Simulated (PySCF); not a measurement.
A TDDFT job was run through a driver script with this input:

```
{"job": {"kind": "uv", "xc": "CAM-B3LYP", "basis": "def2-SVPD", "nstates": 8, "ntriplets": 3}, "charge": 0, "multiplicity": 1}
Ge     1.077780    -0.003393    -0.002240
Se    -1.075023     0.004661    -0.011909
```

The calculation used TDDFT CAM-B3LYP/def2-SVPD, vertical, gas phase, core orbitals frozen in the response (PySCF 2.14.0, density-fitted response routines). Job line and output are in the format of a driver script around the code.

Give the output without the SCF cycles.

```
converged SCF energy = -4478.2827640382

Static polarisability (au): isotropic 60.501, principal 48.160 48.160 85.183

Singlet excitations
state   eV       nm        f      main configurations
  1   3.2920    376.6   0.00000   H->L+1 0.44, H-1->L 0.44
  2   3.6268    341.9   0.00000   H->L 0.46, H-1->L+1 0.46
  3   3.6268    341.9   0.00000   H->L+1 0.46, H-1->L 0.46
  4   3.8872    319.0   0.01017   H-2->L+1 0.99
  5   3.8872    319.0   0.01017   H-2->L 0.99
  6   5.3445    232.0   0.14158   H-1->L+1 0.37, H->L 0.37, H-2->L+2 0.11
  7   6.7712    183.1   0.04623   H->L+2 0.79, H->L+3 0.16
  8   6.7712    183.1   0.04623   H-1->L+2 0.79, H-1->L+3 0.16

Triplet excitations (Tamm-Dancoff, eV): 2.7070 2.9764 2.9764
```

Isolated species at its GFN2-xTB geometry, gas phase. Relativistic effects, spin–orbit coupling among them, are left out although an element past zinc is present.

The species is `[Ge]=[Se]` (germanium selenide) [singlet].

H and L stand for HOMO and LUMO.
